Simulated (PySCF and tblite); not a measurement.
Values are calculated unless marked as measured or tabulated.
C11H8S, numbered as in [CH:1]#[C:2][c:3]1[cH:4][s:5][c:6]2[cH:7][c:8]([CH3:9])[cH:10][cH:11][c:12]12.

Geometries GFN2-xTB; weights from B3LYP-D3(BJ)/def2-SVP (IEF-PCM, dimethylsulfoxide) energies and GFN2-xTB thermal corrections, with symmetry numbers and mirror pairs. Conformers within 2.5 kcal/mol (GFN2-xTB free energy) were kept, 2 at most. GIAO shieldings: WP04/pcSseg-1 (IEF-PCM, dimethylsulfoxide). Shifts are against TMS (¹H), TMS (¹³C) at the same level. Run with PySCF (density fitting) and tblite.

Problem. Predict the averaged NMR shifts at 298.15 K.

Solution. ¹H: 8.07 (H11, 1H), 7.83 (H7, 1H), 7.73 (H4, 1H), 7.54 (H10, 1H), 3.23 (H1, 1H), 2.64 (H9, 3H) ppm. ¹³C: 151.3 (C6), 147.5 (C4), 144.0 (C8), 143.7 (C12), 132.8 (C10), 129.5 (C7), 128.7 (C11), 120.8 (C3), 84.5 (C1), 76.9 (C2), 25.1 (C9) ppm.

Shifts are unscaled: against experiment ¹³C can be off by 15 ppm or more and ¹H by 0.8 ppm.
